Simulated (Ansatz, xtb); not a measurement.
## CH7SbSi+: where a starting geometry ends

The starting geometry of this gas-phase doublet has its atoms placed at random.

```xyz
10

C    -0.7643    0.0905   -0.1592
Sb    1.9471    0.3238   -0.3807
Si    0.2011    1.4808    0.9086
H    -0.8510    0.1896   -1.5906
H    -1.1547    0.0962    1.2324
H     0.0547   -0.0803   -1.0545
H    -1.6589    0.0296   -0.8811
H     0.8462    0.2686    1.0752
H     0.4025    1.6339   -0.6197
H     0.9847    0.7301   -2.1263
```

Task: Guess where an optimisation with r2SCAN-D4/def2-SVP ends from this start.

Result: It ends as a structure with H9 bridging Sb2 and Si3, given below by its coordinates. Distances that change by over a tenth: Sb2–Si3 (2.46 → 3.19 Å), Sb2–H10 (2.03 → 1.72 Å), Si3–H8 (1.38 → 1.53 Å). Contacts that open: C1–Si3 (2.00 → 2.44 Å), Sb2–H6 (2.05 → 4.72 Å), Sb2–H8 (1.83 → 2.86 Å). Contacts that close: C1–H4 (1.44 → 1.13 Å), C1–H5 (1.45 → 1.10 Å).

The energy falls by 9.72 eV over 23 steps:

```
step  E − E(last) (eV)
   1             9.720
   3             4.754
   6             0.638
   8             0.128
  11             0.071
  13             0.053
  16             0.009
  18             0.004
  21             0.001
  23             0.000
```

Final geometry (Å):

```xyz
10

C    -1.2946   -0.2007   -0.3885
Sb    2.5680    1.6122   -1.0955
Si    0.0203    1.4641    0.8256
H    -0.2787    0.1969   -0.6671
H    -1.4109   -0.5137    0.6606
H    -1.2802   -1.1255   -0.9934
H    -2.1028    0.4607   -0.7192
H     1.1408    0.4618    1.1025
H     0.8227    2.1462   -0.4628
H     1.8228    0.2608   -1.8580
```

From the same start GFN2-xTB reaches the same bonding as this run.

From so rough a start the end depends on the optimiser's path, so another program may land elsewhere. No frequencies were run, so the end isn't proven a minimum. Open shells are spin-unrestricted. Atoms past krypton carry core potentials, without spin–orbit terms. Run with Ansatz 0.2.0, 2.4 min on 2 threads of Intel(R) Xeon(R) Processor @ 2.70GHz, with other jobs on the host.
